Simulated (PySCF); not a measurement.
# Correlation energy of K³⁺ (potassium, charge +3)

[Ne] 3s2 3p4, high-spin 3P determinant. Calculation: PySCF 2.14, in def2-TZVP (6s4p3d, 33 functions); no relativity, point nucleus. Frozen: [Ne] 3s2; 4 electrons correlated.

Total MP2 correlation energy: -47.23 mhartree.

Same-spin part -18.79 and opposite-spin part -28.44 mhartree; SCS-MP2 scales them by 1/3 and 6/5 to -40.39 mhartree.

```csv
level,correlation energy (mhartree)
CCSD,-56.94
(T),-0.07
CCSD(T),-57.01
```

Diagnostics: T1 = 0.00075, D1 = 0.0018, largest double amplitude 0.030.

Cost of the coupled-cluster step: 0.23 s of wall time on 1 thread of Intel(R) Xeon(R) CPU @ 2.60GHz (shared host), for 4 correlated electrons.
